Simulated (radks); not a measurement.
Results of a calculation; reference values are marked as such.
Task: All-electron atom: the chromium ion Cr14+ in [Ne]. Level of theory: scalar-relativistic Kohn-Sham, PBE, spin-unpolarised, spherical densities, point nucleus (a radial shooting solver on a logarithmic mesh with Libxc functionals). Some entries of the table are withheld. Estimate them.

orbital,occ.,eigenvalue (eV),<r^2> (bohr^2),r(max) (bohr)
1s,2,-6315.743,(1),0.04159
2s,2,(2),(3),0.2416
2p,6,-972.3182,0.07925,(4)
3s,0,-397.9914,0.6116,(5)
3p,0,-367.7338,0.6057,(6)

Result: 
(1) 1s <r^2> (bohr^2): 0.005423
(2) 2s eigenvalue (eV): -1074.835
(3) 2s <r^2> (bohr^2): 0.09795
(4) 2p r(max) (bohr): 0.1956
(5) 3s r(max) (bohr): 0.6877
(6) 3p r(max) (bohr): 0.6751
